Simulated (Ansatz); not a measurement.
Reaction (redistribution): `N[SiH2]O[Si](N)(Cl)Cl` + `N[SiH](Cl)[Si](N)(Cl)Cl` → `N[Si](Cl)(Cl)[Si](N)(Cl)Cl` + `N[SiH2]O[SiH](N)Cl`

Gas-phase electronic energies from Ansatz, PBE0-D4/def2-TZVP geometries. CBS: MP2 limit from def2 TZ/QZ plus the TZ coupled-cluster correction, frozen cores. Functionals use def2-TZVPP. B3LYP here is the variant with VWN-RPA as its local correlation; programs differ in this. Each species was taken in one conformer, which may not be the lowest.

| level | ΔE (kcal/mol) | difference from CCSD(T)/CBS |
| --- | --- | --- |
| r2SCAN-D4 | 2.5 | 0.1 |
| PBE0-D4 | 2.6 | 0.2 |
| B3LYP-D4 | 2.3 | -0.1 |
| ωB97X-V | 2.8 | 0.4 |
| ωB97M-V | 2.7 | 0.3 |
| B2PLYP | 2.6 | 0.2 |
| PBE0 | 3.0 | 0.6 |
| CCSD/def2-TZVPP | 2.7 | 0.3 |
| HF/def2-QZVPP | 3.2 | 0.8 |
| MP2/CBS(def2) | 2.1 | -0.3 |
| CCSD(T)/CBS | 2.4 | 0 |

Largest T1 diagnostic among the species: 0.010.
